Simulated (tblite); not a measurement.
C7H8FO (doublet state).
InChI=1S/C7H8FO/c8-7-2-1-5(4-7)3-6(7)9/h1,5H,2-4H2/t5-,7+/m0/s1

All values are computed: GFN2-xTB (tblite) harmonic vibrations without scaling, gas phase. Against measured fundamentals such values can be off by several per cent, at times by over 20. Open shells enter through the occupations alone, without spin polarisation, and single modes of such species can be off by tens of per cent.

Harmonic wavenumbers (cm⁻¹): 114.9, 222.5, 271.4, 293.2, 348.6, 408.6, 420.3, 501.8, 535.1, 571.5, 602.7, 730.7, 755.9, 873.7, 897.7, 925.0, 949.5, 973.3, 982.7, 998.5, 1023.4, 1049.1, 1051.7, 1084.6, 1119.8, 1152.2, 1177.8, 1187.4, 1229.7, 1242.4, 1258.6, 1280.8, 1297.7, 1422.1, 1446.5, 1481.9, 1821.8, 2880.7, 2932.7, 2974.6, 3005.7, 3010.4, 3017.4, 3025.4, 3164.8.

A = 2348, B = 1963, C = 1493 MHz; mass 127.056 u (most abundant isotopes); point group C1, symmetry number 1; spin multiplicity 2.

Zero-point energy?

Half the sum of the wavenumbers: 28858 cm⁻¹ = 345.22 kJ/mol.

What is S at 273.15 K and 1 bar for an ideal gas of classical rigid rotors and harmonic oscillators?

Translation 167.46, rotation 117.05, vibration 56.09, spin (R ln 2) 5.76: S = 346.4 J/(mol K).

And Cp and H(273.15 K) − H(0)?

Cp = 122.97 J/(mol K), of which vibrations give 89.71 (their classical limit is 45 R = 374.2); H(273.15 K) − H(0) = 18.86 kJ/mol without the zero-point energy, 9.78 from vibrations.

What must be added to the electronic energy to get the Gibbs energy at 273.15 K and 1 bar?

ZPE + [H(273.15 K) − H(0)] − T·S = 345.22 + 18.86 − 94.61 = 269.47 kJ/mol.

Blend soft modes into free rotors: weight 1/[1 + (100 cm⁻¹/ν̃)⁴] for the oscillator and the rest for a rotor with moment μB/(μ + B), μ = h/(8π²ν), B = 10⁻⁴⁴ kg m². What vibrational entropy results?

55.62 J/(mol K) in place of 56.09, which changes −T·S at 273.15 K by +0.13 kJ/mol.

How do the functions run with temperature in this model?

| T (K) | S (J/(mol K)) | Cp (J/(mol K)) | H − H(0) (kJ/mol) | G − H(0) (kJ/mol) | ln q(vib) |
| --- | --- | --- | --- | --- | --- |
| 150 | 290.3 | 70.9 | 7.02 | -36.52 | 0.77 |
| 250 | 335.9 | 112.6 | 16.14 | -67.84 | 2.08 |
| 298.15 | 357.6 | 134.3 | 22.08 | -84.54 | 2.84 |
| 400 | 403.3 | 177.9 | 38.02 | -123.30 | 4.64 |
| 600 | 488.6 | 242.3 | 80.52 | -212.62 | 8.56 |
| 900 | 598.7 | 299.5 | 162.62 | -376.25 | 14.60 |

q(vib) and H(0) count from the zero-point level.

Hindered rotation and anharmonicity are outside this model. The structure is chiral; the term R ln 2 for an equal mix with its mirror image is left out.
